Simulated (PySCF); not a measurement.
Species: 4-vinylbenzoic acid, C9H8O2.
Numbering: `[CH2:1]=[CH:2][c:3]1[cH:4][cH:5][c:6]([C:7](=[O:8])[OH:9])[cH:10][cH:11]1` (hydrogens: H12, H13 on C1; H14 on C2; H15 on C4; H16 on C5; H17 on O9; H18 on C10; H19 on C11)

Computed by this run: PBE0-D3(BJ)/def2-SVP geometry optimisation, gas phase (PySCF); density fitting, grid level 1; the optimiser is geomeTRIC in internal coordinates, started from a GFN2-xTB structure with every atom displaced at random (about 0.01 Å).

Step 1: E = -13532.6450 eV
```
atom  x, y, z in Å  |  force x, y, z in eV/Å
C1     -3.6023   -0.2522    0.4802    0.039  -0.719   0.045
C2     -2.5941    0.6097    0.3251    0.111   0.215   0.008
C3     -1.1619    0.3070    0.2030   -0.351  -0.085  -0.060
C4     -0.6622   -1.0012    0.2822    0.603   0.019   0.133
C5      0.7029   -1.2366    0.1409   -0.315  -0.252   0.023
C6      1.5867   -0.1827   -0.1060    0.012   0.089  -0.015
C7      3.0117   -0.5136   -0.3437   -0.140  -0.167  -0.082
O8      3.4636   -1.6319   -0.3054    0.053   0.060   0.038
O9      3.7576    0.5506   -0.6627    0.135  -0.001  -0.011
C10     1.0966    1.1253   -0.1744    0.049  -0.020  -0.021
C11    -0.2633    1.3587   -0.0215    0.044   0.178   0.021
H12    -4.6313    0.0964    0.5551   -0.101   0.068   0.008
H13    -3.4577   -1.3501    0.5382   -0.013   0.517  -0.037
H14    -2.8404    1.6767    0.2742    0.017   0.002  -0.003
H15    -1.3240   -1.8404    0.4901   -0.107  -0.042  -0.046
H16     1.1096   -2.2521    0.2088   -0.041   0.133  -0.039
H17     4.6383    0.1957   -0.8614    0.003   0.087   0.060
H18     1.7882    1.9502   -0.3531   -0.018  -0.005  -0.027
H19    -0.6466    2.3831   -0.0804    0.020  -0.078   0.005
```

Step 2: E = -13532.6560 eV
```
atom  x, y, z in Å  |  force x, y, z in eV/Å
C1     -3.5869   -0.2465    0.5253   -0.161  -0.035   0.023
C2     -2.5998    0.6376    0.3415    0.066  -0.284   0.031
C3     -1.1777    0.3085    0.1857    0.149   0.231  -0.056
C4     -0.6632   -0.9972    0.2599   -0.106  -0.268   0.072
C5      0.6875   -1.2645    0.0909   -0.103   0.202   0.015
C6      1.5749   -0.2103   -0.1567   -0.007  -0.020  -0.153
C7      3.0107   -0.5247   -0.3595    0.155   0.049   0.280
O8      3.5012   -1.6249   -0.2918   -0.177  -0.046  -0.085
O9      3.7537    0.5660   -0.5943    0.029   0.078  -0.101
C10     1.0832    1.0976   -0.2283    0.103   0.086  -0.008
C11    -0.2717    1.3528   -0.0579    0.067  -0.083   0.011
H12    -4.6229    0.0841    0.6311    0.005   0.002  -0.001
H13    -3.4137   -1.3279    0.5763    0.009   0.124  -0.009
H14    -2.8465    1.7047    0.2944    0.032  -0.037  -0.001
H15    -1.3378   -1.8311    0.4624   -0.028  -0.008  -0.013
H16     1.0814   -2.2816    0.1478   -0.020   0.014  -0.003
H17     4.6651    0.2542   -0.7026   -0.035  -0.002   0.015
H18     1.7777    1.9170   -0.4193    0.003  -0.001  -0.009
H19    -0.6436    2.3791   -0.1156    0.019   0.000  -0.008
```

Step 3: E = -13532.6607 eV
```
atom  x, y, z in Å  |  force x, y, z in eV/Å
C1     -3.6087   -0.2428    0.5524    0.043   0.142  -0.013
C2     -2.5949    0.6096    0.3517   -0.047   0.093  -0.003
C3     -1.1727    0.2937    0.1750    0.053  -0.013   0.028
C4     -0.6632   -1.0152    0.2486   -0.057   0.074  -0.077
C5      0.6876   -1.2497    0.0629    0.116  -0.059   0.045
C6      1.5774   -0.1948   -0.1836    0.003   0.073  -0.107
C7      3.0157   -0.5150   -0.3534    0.013  -0.056   0.177
O8      3.4737   -1.6285   -0.2814    0.060   0.029  -0.083
O9      3.7808    0.5675   -0.5657   -0.091  -0.022  -0.019
C10     1.0909    1.1138   -0.2591   -0.106  -0.173   0.067
C11    -0.2679    1.3407   -0.0773   -0.115   0.075  -0.006
H12    -4.6346    0.1191    0.6700    0.083  -0.001  -0.012
H13    -3.4630   -1.3203    0.6051    0.021  -0.180   0.012
H14    -2.8269    1.6791    0.3049   -0.013   0.027   0.001
H15    -1.3350   -1.8554    0.4442    0.046   0.044  -0.002
H16     1.0918   -2.2608    0.1127    0.046  -0.062   0.008
H17     4.6938    0.2507   -0.6303   -0.010  -0.037  -0.018
H18     1.7771    1.9389   -0.4548   -0.012  -0.002   0.008
H19    -0.6500    2.3621   -0.1326   -0.033   0.047  -0.005
```

Step 4: E = -13532.6647 eV
```
atom  x, y, z in Å  |  force x, y, z in eV/Å
C1     -3.5872   -0.2601    0.5365   -0.015   0.047   0.000
C2     -2.5936    0.6160    0.3446   -0.003   0.052  -0.006
C3     -1.1682    0.3141    0.1771   -0.083  -0.040   0.021
C4     -0.6656   -0.9975    0.2521    0.061   0.016  -0.024
C5      0.6857   -1.2488    0.0826   -0.044   0.018   0.019
C6      1.5730   -0.1937   -0.1640    0.011  -0.008   0.058
C7      3.0084   -0.5216   -0.3363   -0.039   0.004  -0.208
O8      3.4644   -1.6374   -0.2937    0.028   0.026   0.070
O9      3.7677    0.5561   -0.5836    0.013  -0.008   0.072
C10     1.0869    1.1149   -0.2376    0.057   0.046  -0.006
C11    -0.2690    1.3651   -0.0679   -0.013  -0.138   0.012
H12    -4.6180    0.0838    0.6470   -0.001  -0.013   0.003
H13    -3.4203   -1.3386    0.5888   -0.002  -0.018   0.001
H14    -2.8435    1.6818    0.2988   -0.014   0.006   0.001
H15    -1.3434   -1.8310    0.4470    0.006   0.017  -0.002
H16     1.0861   -2.2628    0.1393    0.009  -0.001  -0.003
H17     4.6733    0.2282   -0.6859    0.014   0.001  -0.008
H18     1.7810    1.9343   -0.4289    0.013   0.004  -0.001
H19    -0.6459    2.3896   -0.1269    0.001  -0.012   0.001
```

**Question.** Estimate the geometry and energy of step 5. (The exact step hangs on the optimiser's Hessian estimate; all steps are aligned on step 4, rigid shifts and turns removed.)

**Answer.** E = -13532.6665 eV, largest force 0.076 eV/Å
```
atom  x, y, z in Å  |  force x, y, z in eV/Å
C1     -3.6024   -0.2408    0.5349    0.006  -0.062   0.007
C2     -2.5961    0.6200    0.3433    0.018  -0.046   0.003
C3     -1.1740    0.2968    0.1807    0.047   0.036  -0.022
C4     -0.6610   -1.0106    0.2535   -0.022  -0.036   0.029
C5      0.6924   -1.2566    0.0861   -0.019  -0.007  -0.009
C6      1.5787   -0.2012   -0.1634   -0.009  -0.009   0.014
C7      3.0156   -0.5174   -0.3471    0.014   0.007  -0.013
O8      3.4895   -1.6254   -0.2998   -0.045  -0.016   0.010
O9      3.7642    0.5698   -0.5826    0.025   0.017  -0.003
C10     1.0870    1.1051   -0.2338    0.002   0.007  -0.013
C11    -0.2713    1.3429   -0.0637    0.023   0.073  -0.003
H12    -4.6283    0.1164    0.6417   -0.024   0.002   0.004
H13    -3.4513   -1.3235    0.5910    0.004   0.045  -0.004
H14    -2.8318    1.6892    0.2938    0.011  -0.008  -0.001
H15    -1.3328   -1.8475    0.4501   -0.022  -0.024   0.001
H16     1.0963   -2.2699    0.1434   -0.013   0.012  -0.005
H17     4.6723    0.2500   -0.6912    0.003   0.010   0.003
H18     1.7760    1.9291   -0.4248   -0.007   0.000  -0.001
H19    -0.6512    2.3665   -0.1227    0.009  -0.002   0.002
```

The energy changes by -0.0018 eV. The first-order estimate −F·Δx gives -0.0069 eV and the mean of the old and new forces, exact on a quadratic surface, -0.0015 eV. The step makes an angle of 76° with the force vector and moves no atom by more than 0.035 Å.

The cost below is that of the whole optimisation. On one thread of an Arm Neoverse V1 (shared host), this took 3.5 min wall and 0.85 GiB of memory at its peak.
